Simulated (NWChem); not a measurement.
System: SiICl2F; SMILES Cl[Si](I)(F)Cl

def2 effective core potentials on I; no spin-orbit coupling.

**Question.** Give the equilibrium geometry at PBE-D3(BJ)/def2-SVP with def2 effective core potentials on I (NWChem) as a list of bonds and angles, with the point group.

**Answer.** point group Cs; any orientation.
Bonded distances (Å): F1–Si2 1.623, Si2–Cl3 2.050, Si2–Cl4 2.050, Si2–I5 2.428. Bond angles (°): F1–Si2–Cl3 107.8, F1–Si2–Cl4 107.8, F1–Si2–I5 108.6, Cl3–Si2–Cl4 109.9, Cl3–Si2–I5 111.3, Cl4–Si2–I5 111.3.
